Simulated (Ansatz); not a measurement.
Cost and result up the ladder for Li6Cl5 (11 atoms). The state is a doublet with charge 0. Geometry: r2SCAN-D4/def2-SVP.

| atom | x (Å) | y (Å) | z (Å) |
| --- | --- | --- | --- |
| Li1 | 2.014 | -1.018 | -1.041 |
| Li2 | -1.675 | 1.498 | -1.787 |
| Li3 | 1.453 | -0.985 | 1.759 |
| Li4 | -0.968 | -1.069 | -0.181 |
| Li5 | -2.227 | 1.530 | 0.971 |
| Li6 | 0.843 | 1.545 | 0.151 |
| Cl7 | 0.836 | -2.575 | 0.197 |
| Cl8 | -3.016 | 0.031 | -0.604 |
| Cl9 | 2.878 | 0.401 | 0.572 |
| Cl10 | -0.448 | 0.343 | 1.878 |
| Cl11 | 0.311 | 0.300 | -1.913 |

Ansatz on 4 threads of Arm Neoverse V2 on a shared host. Times are rough, and most runs start from the orbitals of an earlier one. PBE0-D4/def2-TZVP serves as the yardstick here, not as an exact answer. Differences are given only for rows in sets of like size (and for xTB, whose basis is part of the method), since another set adds its own error. Binding counts from free atoms at the same level (Li doublet, Cl doublet; other spins of the atoms weren't run), without zero-point energy or a counterpoise term.

Correlated methods freeze 25 core orbitals; core or outer-core shells of Li are correlated, in sets that lack core-valence functions. The rows differ in basis, and correlated rows in double-zeta sets carry the largest basis error. Another isomer (doublet) lies 0.09 eV lower at PBE0-D4/def2-TZVP; other spin states weren't run for this one.

Correlated methods converge slowly with the basis, most of all in double-zeta sets.

```json
{"level": "HF/STO-3G", "functions": "75", "wall time": "0.55 s", "binding energy per atom (eV)": "2.98", "difference from PBE0-D4/def2-TZVP (eV)": "–"}
{"level": "PBE-D4/def2-SVP", "functions": "144", "wall time": "4.5 s", "binding energy per atom (eV)": "3.09", "difference from PBE0-D4/def2-TZVP (eV)": "–"}
{"level": "PBE-D4/def2-TZVP (with forces)", "functions": "269", "wall time": "7.5 s", "binding energy per atom (eV)": "2.94", "difference from PBE0-D4/def2-TZVP (eV)": "0.02"}
{"level": "PBE0-D4/def2-SVP", "functions": "144", "wall time": "7.5 s", "binding energy per atom (eV)": "3.07", "difference from PBE0-D4/def2-TZVP (eV)": "–"}
{"level": "MP2/def2-TZVP", "functions": "269", "wall time": "9.5 s", "binding energy per atom (eV)": "2.90", "difference from PBE0-D4/def2-TZVP (eV)": "-0.02"}
{"level": "B2PLYP/def2-TZVP", "functions": "269", "wall time": "17 s", "binding energy per atom (eV)": "2.89", "difference from PBE0-D4/def2-TZVP (eV)": "-0.03"}
{"level": "BHLYP-D4/def2-TZVP", "functions": "269", "wall time": "18 s", "binding energy per atom (eV)": "2.89", "difference from PBE0-D4/def2-TZVP (eV)": "-0.03"}
{"level": "PBE0-D4/def2-TZVP", "functions": "269", "wall time": "18 s", "binding energy per atom (eV)": "2.92", "difference from PBE0-D4/def2-TZVP (eV)": "0.00"}
{"level": "r2SCAN-D4/def2-TZVP", "functions": "269", "wall time": "18 s", "binding energy per atom (eV)": "2.97", "difference from PBE0-D4/def2-TZVP (eV)": "0.05"}
{"level": "CCSD(T)/def2-SVP", "functions": "144", "wall time": "1.8 min", "binding energy per atom (eV)": "2.88", "difference from PBE0-D4/def2-TZVP (eV)": "–"}
```
